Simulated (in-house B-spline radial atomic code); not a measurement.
## PBEsol excitations of I VI (I5+)

Method: PBEsol. Computed with a B-spline radial code for spherical atoms: linear response of the closed shell [Kr] 4d10 5s2 with the functional's adiabatic kernel; scalar-relativistic (spin-free one-electron X2C), finite nucleus, no spin-orbit coupling, no double excitations, S, P, D and F terms only; shells from n = 3 respond. Only terms of natural parity with L up to 3 were computed.

Command:
```bash
python run_td.py task.json out
```
Settings (radii: box in bohr, nucleus in fm):
```
Z                        53
electrons                48
configuration            [Kr] 4d10 5s2
hamiltonian              x2c
method                   pbesol
box_radius               16.35
rms_radius               4.75
intervals                70
```

Time taken, with all properties: 2.7 s on 1 thread of Arm Neoverse N1 (shared host).

The lowest states, in the order of their Tamm-Dancoff energies; the method's threshold (minus the highest occupied level) is 69.04 eV. Labels give the largest channel, * marks a mixed state, and oscillator strengths are full-response dipole values. Semilocal kernels can invert the small singlet-triplet splittings of Rydberg terms. Energies in eV:

| state | full response | Tamm-Dancoff | oscillator strength |
| --- | --- | --- | --- |
| 5s → 5p 3P | 11.957 | 12.071 | - |
| 5s → 5p 1P | 15.959 | 16.548 | 1.58 |
| 5s → 5d 3D | 30.78 | 30.81 | - |
| 5s → 5d 1D | 31.99 | 32.02 | - |
| 5s → 4f 3F | 32.85 | 32.90 | - |
| 5s → 4f 1F | ? | ? | - |
| 5s → 6s 3S | 36.65 | 36.65 | - |
| 5s → 6s 1S | 37.45 | 37.48 | - |
| 5s → 6p 3P | 41.57 | 41.57 | - |
| 5s → 6p 1P | ? | ? | ? |

(1) Where does 5s → 4f 1F lie?

(2) Where does 5s → 6p 1P lie?

(3) How large is the singlet-triplet splitting of 5s → 5p (P terms) in Tamm-Dancoff?

(4) What polarisabilities and dispersion coefficient does the method give?

Answers

(1) At 33.94 eV in full response, 33.95 eV in Tamm-Dancoff.

(2) At 41.91 eV in full response, 41.94 eV in Tamm-Dancoff, oscillator strength 0.0791.

(3) 4.48 eV, from the unrounded values.

(4) Dipole 5.853 bohr³, quadrupole 11 bohr⁵, C6 21.54 hartree·bohr⁶ for two such species.
